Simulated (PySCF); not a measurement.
[MnCl5]2- holds Mn(III), d4, at total charge -2. The structure is a PBE0-D3(BJ)/def2-TZVP, IEF-PCM water geometry optimised for multiplicity 5; coordination trigonal bipyramidal, point group C2v, metal–donor distances 2.28–2.36 Å.

Method (PySCF 2.14, density fitting): CASSCF(4,5) with orbitals averaged over all microstates of the shell, strongly contracted NEVPT2 on the averaged canonical orbitals; basis x2c-TZVPall on the metal, x2c-SVPall elsewhere; spin-free X2C; IEF-PCM water; spin-orbit coupling by state interaction with the mean-field operator over all roots.

CASSCF energies above the lowest CASSCF root:

```
state  CASSCF / cm⁻¹
  5A1              0
  5A1          11205
  5B2          11419
  5A2          13944
  5B1          13990
  3B1          20424
  3A2          20587
  3B2          21838
  3A1          21839
  3B1          23033
  3A2          23078
  3B2          25176
  3A1          25278
  3B2          25283
  3A1          27886
  1A1          30679
  1B2          30731
  1A1          30885
  1A2          31952
  1B1          31961
  1B1          32700
  1A2          32821
```

Question: How does dynamic correlation (SC-NEVPT2) move these states?

Answer: 
```tsv
state	NEVPT2 / cm⁻¹	shift / cm⁻¹
5A1	0	0
5A1	14526	+3321
5B2	14812	+3393
5A2	18694	+4750
5B1	18733	+4743
3B1	18344	-2080
3A2	18520	-2068
3B2	20962	-876
3A1	20970	-869
3B1	19678	-3355
3A2	19726	-3352
3B2	23101	-2074
3A1	24294	-984
3B2	24251	-1032
3A1	25378	-2508
1A1	29051	-1628
1B2	29646	-1085
1A1	28230	-2655
1A2	27680	-4272
1B1	27707	-4254
1B1	30525	-2175
1A2	30649	-2172
```

No frequencies were computed for the optimised geometry. Charge-transfer states lie outside this active space and may come lower than some of these levels. NEVPT2 lifts 5B2 from 11419 to 14812 cm⁻¹; on the d shell alone such lifts tend to overshoot. NEVPT2 on the d shell alone tends to put d–d bands too high for such charged or covalently bound ions. Gaps between spin states lean to high spin in this active space.
